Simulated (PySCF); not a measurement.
An unknown is described by computed data only.

Formula: C7H9BO2.

- Valence photoelectron: vertical ionisation energy: 8.95 eV [ΔSCF wB97X-D/def2-SVPD]
- Triplet: lowest triplet excitation (Tamm–Dancoff): 2.69 eV [TDA wB97X-D/def2-SVPD]
- UV, first state: lowest singlet excitation: 3.68 eV (337 nm, f = 0.064) [TDDFT wB97X-D/def2-SVPD]
- NMR, other nuclei: isotropic shieldings of nuclei other than C and H, by class: 97 (1 B), 48 (1 O), 63 (1 O) ppm [GIAO B3LYP/pcSseg-1]
- Dipole: 4.94 D [wB97X-D/def2-SVPD]
- Rotational structure: rotational constants A, B, C: 2.507, 1.015, 0.761 GHz [PBE0-D3(BJ)/def2-SVP]
- 13C NMR: chemical shifts (computed TMS as zero) by class: 189.0 (1 C), 186.9 (1 C), 150.8 (1 C), 143.0 (1 C), 141.3 (1 C), 127.4 (1 C), 107.3 (1 C) ppm [GIAO B3LYP/pcSseg-1]

The electronic properties come from PySCF, for the isolated species, density fitting. Levels stand in brackets. Isolated species at its PBE0-D3(BJ)/def2-SVP geometry (one conformer only). NMR classes are plain means over equivalent atoms (diastereotopic ones count apart unless rotation or inversion swaps them), as if these changed places fast.

Question: What is the compound? Reason from the data.

Answer: Numbering: `[CH2:1]=[CH:2][C:3](=[CH2:4])[C:5]1=[CH:6][CH:7]=[O+:8][BH2-:9][O:10]1`. 7 carbons fall into 7 classes; from least to most shielded: vinylic carbon bearing oxygen [C5] (189.0 ppm), carbon bonded to C, O and H [C7] (186.9 ppm), fully substituted alkene carbon [C3] (150.8 ppm), alkene CH carbon [C2] (143.0 ppm), terminal =CH2 carbon [C4] (141.3 ppm), terminal =CH2 carbon [C1] (127.4 ppm), alkene CH carbon [C6] (107.3 ppm). The other shieldings belong to: 97 ppm, four-coordinate boron [B9]; 48 ppm, oxygen bonded to B and C [O8]; 63 ppm, boron-bound oxygen [O10]. S1 is mainly HOMO→LUMO (weight 0.87); the largest Löwdin shares of the orbital it empties are 0.21 on an alkene CH carbon, 0.16 on the oxygen bonded to B and C, 0.11 on the boron-bound oxygen and 0.11 on the four-coordinate boron, of the orbital it fills 0.20 on the vinylic carbon bearing oxygen, 0.17 on the carbon bonded to C, O and H, 0.16 on a terminal =CH2 carbon and 0.11 on the boron-bound oxygen. The optimised geometry has point group C1 and is an asymmetric top. Structure: `C=CC(=C)C1=CC=[O+][BH2-]O1`. Computed isomers that give other values at the same levels: `Cc1ccc(B(O)O)cc1` (lowest singlet excitation: 5.23 eV (237 nm, f = 0.005)); `OB(O)C1=CC=CC12CC2` (rotational constant A: 2.013 GHz; this holds for the one conformer computed); `CB(C)c1ccc(=O)oc1` (rotational constant A: 3.247 GHz; this holds for the one conformer computed). The assignments are read from this structure; whether some other isomer fits the data as well wasn't checked.

The values belong to the conformer `[CH2:1]=[CH:2][C:3](=[CH2:4])[C:5]1=[CH:6][CH:7]=[O+:8][BH2-:9][O:10]1`: C1–C2–C3–C4 160°, C2–C3–C5–C6 -31°.
